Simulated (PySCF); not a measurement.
## `CB(C)c1ccsc1`: 4 charge schemes on one density

C6H9BS.
Z-matrix (Å and degrees, PBE0-D3(BJ)/def2-SVP geometry), rows numbered from 1:
```
C 
B   1  1.5761
C   2  1.5753  1  118.48
C   2  1.5585  1  120.07  3   179.26
C   4  1.4378  2  126.31  1     3.36
C   5  1.3657  4  113.87  2  -179.61
S   6  1.7228  5  111.22  4     0.05
C   4  1.3844  2  123.76  1  -176.10
H   1  1.1009  2  113.34  3    25.08
H   1  1.1076  2  106.54  3   -91.27
H   1  1.1003  2  114.86  3   151.37
H   3  1.1065  2  107.21  1   -74.48
H   3  1.0994  2  116.32  1   165.45
H   3  1.1026  2  111.38  1    40.10
H   5  1.0912  4  123.54  2     0.50
H   6  1.0894  5  128.57  4  -179.93
H   8  1.0898  4  127.35  2    -0.27
```

Density: PBE0/pcSseg-1 (PySCF); schemes: Mulliken, IAO, Hirshfeld and ESP-fitted. Geometry: PBE0-D3(BJ)/def2-SVP; no solvent, vibrations or thermal averaging.

**Question.** Give the atomic charges in each scheme.

**Answer.** In e; atoms taken as equivalent share a row and are averaged (×n: the atom named and its like, n in all):

| atom | environment | Mulliken | IAO | Hirshfeld | ESP-fitted |
| --- | --- | --- | --- | --- | --- |
| C1/C3 | sp3 carbon bound to boron | -0.542 | -0.560 | -0.193 | -0.783 |
| B2 | three-coordinate boron | +0.575 | +0.294 | +0.185 | +0.729 |
| C4 | substituted aromatic carbon | -0.275 | -0.157 | -0.100 | -0.162 |
| C5 | aromatic CH carbon | -0.072 | -0.159 | -0.066 | -0.238 |
| C6 | aromatic CH next to a ring sulfur | -0.273 | -0.325 | -0.088 | -0.180 |
| S7 | thiophene-type sulfur | +0.270 | +0.361 | +0.111 | +0.061 |
| C8 | aromatic CH next to a ring sulfur | -0.295 | -0.281 | -0.064 | -0.249 |
| H9 (×6) | methyl hydrogen | +0.131 | +0.149 | +0.041 | +0.169 |
| H15 | aromatic hydrogen | +0.097 | +0.155 | +0.054 | +0.173 |
| H16 | aromatic hydrogen | +0.135 | +0.171 | +0.056 | +0.193 |
| H17 | aromatic hydrogen | +0.137 | +0.168 | +0.056 | +0.223 |

Mean size of the charges over all atoms: ESP-fitted 0.282 e, IAO 0.240 e, Mulliken 0.235 e, Hirshfeld 0.083 e. Each set sums to the total charge, 0, to within 0.001 e. The ESP scheme is a least-squares fit of atom-centred charges to the potential on four shells outside the van der Waals surface, with the total charge fixed. The IAO scheme projects the occupied orbitals on a minimal set of polarised atomic orbitals and counts the electrons in each atom's part of it.

Some averages cover members that differ in this geometry: C1/C3, ESP-fitted -0.846 to -0.720; H9 (×6), ESP-fitted +0.149 to +0.197; H9 (×6), IAO +0.132 to +0.164 e.

Lowest charge. All schemes agree: Mulliken C1/C3 (-0.542); IAO C1/C3 (-0.560); Hirshfeld C1/C3 (-0.193); ESP-fitted C1/C3 (-0.783).

Highest charge. The schemes don't all agree: Mulliken B2 (+0.575); IAO S7 (+0.361); Hirshfeld B2 (+0.185); ESP-fitted B2 (+0.729).

**Question.** How closely do the schemes follow one another over all atoms?

**Answer.** Correlation coefficient and root-mean-square difference: Mulliken with Hirshfeld 0.99, 0.188 e; IAO with Hirshfeld 0.96, 0.182 e; Mulliken with IAO 0.96, 0.084 e; Hirshfeld with ESP-fitted 0.95, 0.270 e; Mulliken with ESP-fitted 0.95, 0.126 e; IAO with ESP-fitted 0.91, 0.158 e.

**Question.** How many electrons does the Mulliken scheme count on B2?

**Answer.** Z − q = 5 − (+0.575) = 4.425.
